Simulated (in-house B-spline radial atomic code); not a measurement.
Solving the quasi-particle equation for 5s of Cs7+

Configuration [Kr] 4d10 5s2, start LDA VWN5; correlation leaves out the 5 deepest shells. Computed with a B-spline radial code for spherical atoms: all electrons, scalar-relativistic (spin-free one-electron X2C), finite nucleus, each spin shell either full or empty, empty states to l = 9 with an (l + 1/2)⁻⁴ tail; G0W0 by contour deformation at full frequency.

At the mean-field level ε = -105.257 eV the matrix elements are Σx = -23.992 eV, v_xc = -20.637 eV and Σc(ε) = -3.19 eV, and the slope of the correlation self-energy is dΣc/dω = -0.0409. The quasi-particle energy solves E = ε + Σx − v_xc + Σc(E).

Question: What does the linearised equation give?

Answer: Z = 1/(1 − dΣc/dω) = 1/1.0409 = 0.9607. The first-order shift is Σx − v_xc + Σc(ε) = -23.992 − (-20.637) + (-3.19) = -6.545 eV, so E ≈ ε + Z × shift = -105.257 + 0.9607 × (-6.545) = -111.545 eV.

Question: How does that compare with the full solution and with static screening?

Answer: Solving the equation at full frequency dependence gives E = -111.566 eV, where Σc = -2.952 eV and the weight is 0.966; the linearised value is off by 21 meV. Leaving Z out would give -111.802 eV. Static COHSEX puts -5.436 eV in place of Σc and gives -114.048 eV, 2.48 eV deeper.
